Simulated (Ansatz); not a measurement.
Q: Name a neutral molecule of F, N, Ti and H with size of the dipole moment (PBE/def2-TZVPP) between 2.75 and 3.05 D and size of the dipole moment (ωB97M-V/def2-TZVPP) between 2.90 and 3.20 D (Ansatz, PBE0-D4/def2-TZVP geometry).

A: `[NH2][Ti]([NH2])([F])[F]` (2.90 D, 2.94 D). Other molecules can fit too; these were computed, each in one conformer that needn't be the lowest.
